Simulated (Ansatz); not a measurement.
F₂Zn, charge -1, doublet, geometry from GFN2-xTB (such geometries of metal compounds can be far from the true shape) (a state made from the parent by changing its charge; the spin is typed, not shown lowest) (a gas-phase anion, which may not be bound at this level); Ansatz (a quantum-chemistry and plane-wave program) with PBE/6-31G*.

Ansatz was given this input:
Ansatz 0.2 input:
```yaml
crystal:
  periodic: [false, false, false]
  atoms:
    - {symbol: Zn, position_ang: [0.15533084, 0.30763284, 0.31327485]}
    - {symbol: F, position_ang: [-0.49605456, 0.68622001, -1.58187777]}
    - {symbol: F, position_ang: [-0.02171490, -1.71166282, 0.53762827]}
basis:
  gaussian:
    orbitals: 6-31G*
hamiltonian:
  xc: pbe
total_charge: -1
magnetization: {spin_polarized: true, initial_magnetization: 1}
```

It wrote (shortened):

```
Functional definition: PBE
638 factors; their error is unknown
mean field evaluation 1: about -53828.6187 eV, gradient 3.7e1 eV
mean field evaluation 2: about -53818.9314 eV, gradient 6.9e1 eV
mean field evaluation 4: about -53832.7823 eV, gradient 4.6e0 eV
mean field evaluation 8: about -53832.8513 eV, gradient 2.3e-2 eV
mean field evaluation 16: about -53832.8318 eV, gradient 4.4e-5 eV
mean field -53832.83184956 eV, -1978.3200812673 hartree, gradient 4.3e-5 eV, S^2 0.751268; 0 other end points of the search recorded, 0 dependent functions left out
reference -53832.83188992 eV, -1978.3200827505 hartree; 25, 24 occupied and 41, 42 virtual orbitals, 638 factors
Total energy: -53832.83188992 eV, -1978.3200827505 hartree
```
